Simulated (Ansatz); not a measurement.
Abridged output of a molecular run in Ansatz:

```
Functional definition: HF
1353 factors; integrals over basis functions are off by at most 1.2e-3 eV
mean field evaluation 1: about -32273.8167 eV, gradient 1.9e1 eV
mean field evaluation 2: about -32273.9698 eV, gradient 1.9e1 eV
mean field evaluation 4: about -32275.0369 eV, gradient 1.7e0 eV
mean field evaluation 8: about -32275.0568 eV, gradient 1.9e-1 eV
mean field -32275.05700664 eV, -1186.0864681746 hartree, gradient 2.6e-6 eV, S^2 0.000000; 0 other end points of the search recorded, 0 dependent functions left out
14 core orbitals not correlated: weight in the atoms' cores, before any rotation towards them, 1.000 or more for the frozen orbitals, at most 0.000 for the correlated occupied ones
reference -32275.05700664 eV, -1186.0864681746 hartree; 15, 15 occupied and 193, 193 virtual orbitals, 1353 factors
second order -28.10515568 eV of doubles, -0.00000000 eV of singles
cycle   1  -26.94849098 eV  change     1.2e0 eV  update   1.1e-1
cycle   2  -27.56041324 eV  change   -6.1e-1 eV  update   3.1e-2
cycle   3  -27.67195767 eV  change   -1.1e-1 eV  update   1.5e-2
cycle   4  -27.64339757 eV  change    2.9e-2 eV  update   4.1e-3
cycle   5  -27.63965786 eV  change    3.7e-3 eV  update   2.2e-3
cycle   6  -27.64158871 eV  change   -1.9e-3 eV  update   6.6e-4
cycle   7  -27.64146549 eV  change    1.2e-4 eV  update   3.0e-4
cycle   8  -27.64121547 eV  change    2.5e-4 eV  update   9.2e-5
cycle   9  -27.64129294 eV  change   -7.7e-5 eV  update   4.8e-5
cycle  10  -27.64127966 eV  change    1.3e-5 eV  update   1.4e-5
perturbative correction -1.04798998 eV, -0.0385129215 hartree
Total energy: -32303.74627628 eV, -1187.1407793877 hartree
```

Its atoms:

Cartesian coordinates in Å:
```
Cl -1.6978 0.4473 0.5400
Te -0.0046 0.0673 -0.9994
Cl 1.7025 -0.5147 0.4594
```

Which basis set was used?
A. def2-QZVPP
B. def2-TZVPPD
C. cc-pV(T+d)Z
D. def2-SVP

A. It gives 222 functions.

Write the keys of the input that set method, charge and spin (a neutral closed shell needs none for the last two).


```yaml
correlation: {method: ccsd_t}
```
